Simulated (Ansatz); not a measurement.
```yaml
crystal:
  periodic: [false, false, false]
  atoms:
    - {symbol: N, position_ang: [-1.052341, 1.310832, -0.476772]}
    - {symbol: B, position_ang: [0.061180, 0.795753, 0.023232]}
    - {symbol: Si, position_ang: [0.433289, -1.052828, 0.897101]}
    - {symbol: Zn, position_ang: [1.358354, -0.557141, -2.538980]}
    - {symbol: H, position_ang: [-1.752374, 0.793508, -0.263446]}
    - {symbol: H, position_ang: [-1.294251, 2.004941, -0.583075]}
    - {symbol: H, position_ang: [1.547696, -1.492518, 0.559075]}
    - {symbol: H, position_ang: [-0.510467, -2.069411, 0.373718]}
    - {symbol: H, position_ang: [0.207975, -1.105226, 2.267372]}
    - {symbol: H, position_ang: [1.022331, 1.443777, 0.115523]}
basis:
  gaussian: {orbitals: cc-pVTZ}
hamiltonian: {xc: {name: r2SCANh}}
relax: {f_tol: 0.0001, max_steps: 2}
```

```sh
$ ansatz run in.yaml --threads 4 --pin off --events-out ev --progress --plain --max-ram 10444MiB
```

Shortened log:

```
Functional definition: r2SCANh
1555 factors; their error is unknown
mean field evaluation 1: about -58539.5833 eV, gradient 8.4e1 eV
mean field evaluation 2: about -58295.7909 eV, gradient 2.1e2 eV
mean field evaluation 4: about -58554.9078 eV, gradient 2.7e1 eV
mean field evaluation 8: about -58556.3927 eV, gradient 6.3e-1 eV
mean field evaluation 16: about -58556.4435 eV, gradient 4.7e-3 eV
mean field -58556.44352466 eV, -2151.9096085481 hartree, gradient 3.5e-5 eV, S^2 0.000000; 0 other end points of the search recorded, 0 dependent functions left out
reference -58556.44353936 eV, -2151.9096090883 hartree; 31, 31 occupied and 215, 215 virtual orbitals, 1555 factors
relax step   1: F+E_penalty+E_count = -58556.44352466 eV  Δ(F+E_penalty+E_count) = +0.000e0 eV  max|allowed force component| = 2.874e1 eV/Å  Δτ_max = 0.0000 Å  (32 SCF iters, accepted)
1555 factors; their error is unknown
mean field -58560.73174842 eV, -2152.0671978648 hartree, gradient 2.6e-5 eV, S^2 0.000000; 0 other end points of the search recorded, 0 dependent functions left out
reference -58560.73176350 eV, -2152.0671984190 hartree; 31, 31 occupied and 215, 215 virtual orbitals, 1555 factors
relax step   2: F+E_penalty+E_count = -58560.73174842 eV  Δ(F+E_penalty+E_count) = -4.288e0 eV  max|allowed force component| = 2.869e0 eV/Å  Δτ_max = 0.1959 Å  (39 SCF iters, accepted)
Error: geometry relaxation did not converge after 2 steps: max|allowed force component| = 2.87e0 eV/Å (threshold 1.0e-4). Raise `relax.max_steps` over both its present limit and 2, loosen `relax.f_tol`, or start from a geometry closer to equilibrium. Where this run's directory can be resumed (`checkpoint.write`), a resume goes on for up to `relax.max_steps` more
```

(1) Something in this input is off. What?

Answers

(1) The relaxation is allowed too few steps for its threshold. The run did not converge.
